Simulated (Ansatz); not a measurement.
Ansatz (an electronic-structure program) input (PBE0/def2-TZVP):

Ansatz 0.2 input:
```yaml
crystal:
  periodic: [false, false, false]
  atoms:
    - {symbol: Rb, position_ang: [-0.00000000, -0.00000000, -0.41833162]}
    - {symbol: O, position_ang: [0.00000000, 0.00000000, 1.93478374]}
basis:
  gaussian:
    orbitals: def2-TZVP
hamiltonian:
  xc: {name: PBE0}
magnetization: {spin_polarized: true, initial_magnetization: 1}
relax: {f_tol: 0.003, max_steps: 100}
```

Output:

```
Functional definition: PBE0
integrals: 0.01 GiB planned
475 factors; their error is unknown
mean field: 0.18 GiB planned
mean field evaluation 1: about -2694.4162 eV, gradient 3.4e1 eV
mean field evaluation 2: about -2509.5498 eV, gradient 9.1e1 eV
mean field evaluation 4: about -2697.5703 eV, gradient 1.9e1 eV
mean field evaluation 8: about -2699.1789 eV, gradient 4.4e-2 eV
mean field evaluation 16: about -2699.1849 eV, gradient 2.9e-5 eV
mean field -2699.18490691 eV, -99.1932157555 hartree, gradient 8.4e-6 eV, S^2 0.755021; 1 other end points of the search recorded, 0 dependent functions left out
the calculation of the forces begins
reference -2699.18495179 eV, -99.1932174050 hartree; 9, 8 occupied and 55, 56 virtual orbitals, 475 factors
relax step   1: F+E_penalty+E_count = -2699.18490691 eV  Δ(F+E_penalty+E_count) = +0.000e0 eV  max|allowed force component| = 1.335e-1 eV/Å  Δτ_max = 0.0000 Å  (60 SCF iters, accepted)
these checks for a lower state are left out or cut short: starts, cluster_reference, orbital_swaps, neighbouring_geometries, increment
integrals: 0.01 GiB planned
475 factors; their error is unknown
mean field: 0.18 GiB planned
mean field evaluation 32: about -2699.1800 eV, gradient 2.3e-3 eV
mean field -2699.18586044 eV, -99.1932507974 hartree, gradient 6.8e-6 eV, S^2 0.754966; 0 other end points of the search recorded, 0 dependent functions left out
the calculation of the forces begins
reference -2699.18590460 eV, -99.1932524201 hartree; 9, 8 occupied and 55, 56 virtual orbitals, 475 factors
relax step   2: F+E_penalty+E_count = -2699.18586044 eV  Δ(F+E_penalty+E_count) = -9.535e-4 eV  max|allowed force component| = 7.444e-2 eV/Å  Δτ_max = 0.0151 Å  (44 SCF iters, accepted)
these checks for a lower state are left out or cut short: starts, cluster_reference, orbital_swaps, neighbouring_geometries, increment
integrals: 0.01 GiB planned
475 factors; their error is unknown
mean field: 0.18 GiB planned
mean field -2699.18624383 eV, -99.1932648868 hartree, gradient 7.0e-6 eV, S^2 0.754984; 0 other end points of the search recorded, 0 dependent functions left out
the calculation of the forces begins
reference -2699.18628823 eV, -99.1932665183 hartree; 9, 8 occupied and 55, 56 virtual orbitals, 475 factors
relax step   3: F+E_penalty+E_count = -2699.18624383 eV  Δ(F+E_penalty+E_count) = -3.834e-4 eV  max|allowed force component| = 1.957e-3 eV/Å  Δτ_max = 0.0051 Å  (45 SCF iters, accepted)
integrals: 0.01 GiB planned
475 factors; their error is unknown
mean field: 0.18 GiB planned
mean field evaluation 64: about -2699.1862 eV, gradient 4.0e-2 eV
mean field -2699.18624383 eV, -99.1932648868 hartree, gradient 7.0e-6 eV, S^2 0.754984; 2 other end points of the search recorded, 0 dependent functions left out
the calculation of the forces begins
reference -2699.18628823 eV, -99.1932665183 hartree; 9, 8 occupied and 55, 56 virtual orbitals, 475 factors
Total energy: -2699.18628823 eV, -99.1932665183 hartree
Atom 0 at    -0.000000     0.000000    -0.408306 Å, force     0.000000    -0.000000    -0.001957 eV/Å
Atom 1 at     0.000000    -0.000000     1.924758 Å, force    -0.000000     0.000000     0.001957 eV/Å
Dipole moment:    -0.000000     0.000000    -1.860012 e Å
```
